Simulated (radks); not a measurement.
Results of a calculation; reference values are marked as such.
Spherical quantum dot in the effective-mass picture: electrons in a well V = -V0 / (1 + exp((r - R)/a)) with V0 = 15.4, R = 2.53, a = 0.14, all in effective atomic units (hartree* = m*/eps^2 hartree, bohr* = eps/m* bohr), one dielectric constant everywhere. Level of theory: non-relativistic Kohn-Sham, PBE, spin-polarised, spherical densities (a radial shooting solver with Libxc functionals). Levels are named by radial order and angular momentum (1s, 1p, 1d, 2s, ...), and open shells are averaged over m.

N = 20, configuration 1s2 1p6 1d10 1f(up 2, down 0). This is the lowest configuration that the search found. Occupied and some empty levels:

| level | occupation | eigenvalue (hartree*) | <r> (bohr*) |
|---|---|---|---|
| 1s up | 1 | -4.4783 | 1.628 |
| 1s down | 1 | -4.4472 | 1.621 |
| 1p up | 3 | -4.0108 | 1.745 |
| 1p down | 3 | -3.9745 | 1.741 |
| 1d up | 5 | -3.2710 | 1.835 |
| 1d down | 5 | -3.2308 | 1.833 |
| 1f up | 2 | -2.3037 | 1.910 |
| 1f down | 0 | -2.2609 | 1.908 |
| 2s up | 0 | -2.1354 | 1.256 |
| 2s down | 0 | -2.1218 | 1.258 |
| 1g up | 0 | -1.1351 | 1.974 |
| 1g down | 0 | -1.0905 | 1.973 |
| 2p up | 0 | -0.88332 | 1.463 |
| 2p down | 0 | -0.86551 | 1.463 |

Energy (hartree*): total -168.282, kinetic 35.435, external -293.59, Hartree 101.90, exchange-correlation -12.027.
